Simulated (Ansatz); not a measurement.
Molecule: BeF₂ (charge 0, singlet). SMILES: [F][Be][F]
Geometry: optimised at B3LYP-D3(BJ)/def2-TZVP (Ansatz, a first-principles code).

Wanted: enthalpy of formation at 298 K, in kcal/mol. Terms: LANL2DZ all-electron up to Ne; UHF or UKS for open shells; 6-311+G** with 5d; spin-orbit terms left out; dispersion terms only where a functional's name holds one; non-relativistic; six Cartesian d functions in 6-31G* and its kin unless marked 5d. First-principles rows: single points at B3LYP-D3(BJ) geometries (Ansatz), with unscaled harmonic terms from B3LYP/6-31G* (Ansatz) at its own minima, enthalpies of formation by atomisation with measured atoms.

```json
[
 {"level": "B3LYP/STO-3G", "program": "Ansatz", "enthalpy of formation at 298 K (kcal/mol)": "-190.3"},
 {"level": "B3LYP/3-21G", "program": "Ansatz", "enthalpy of formation at 298 K (kcal/mol)": "-188.5"},
 {"level": "B3LYP/LANL2DZ", "program": "Ansatz", "enthalpy of formation at 298 K (kcal/mol)": "-158.2"},
 {"level": "B3LYP/6-31G", "program": "Ansatz", "enthalpy of formation at 298 K (kcal/mol)": "-170.8"},
 {"level": "B3LYP/6-31G*", "program": "Ansatz", "enthalpy of formation at 298 K (kcal/mol)": "-191.7"},
 {"level": "B3LYP/6-31+G*", "program": "Ansatz", "enthalpy of formation at 298 K (kcal/mol)": "-187.0"},
 {"level": "B3LYP/def2-SVP", "program": "Ansatz", "enthalpy of formation at 298 K (kcal/mol)": "-183.2"},
 {"level": "B3LYP/cc-pVDZ", "program": "Ansatz", "enthalpy of formation at 298 K (kcal/mol)": "-181.7"},
 {"level": "B3LYP/6-311+G**", "program": "Ansatz", "enthalpy of formation at 298 K (kcal/mol)": "-184.8"},
 {"level": "B3LYP/def2-TZVPD", "program": "Ansatz", "enthalpy of formation at 298 K (kcal/mol)": "-185.3"}
]
```

No value to compare with is used here. The 9 habitual levels span -191.7 (B3LYP/6-31G*) to -158.2 kcal/mol (B3LYP/LANL2DZ); B3LYP/def2-TZVPD gives -185.3.

The sets are all those run for this method; left out are runs that failed, that the program found above a lower state of the same kind, or whose <S^2> lies over 0.5 above the pure value.
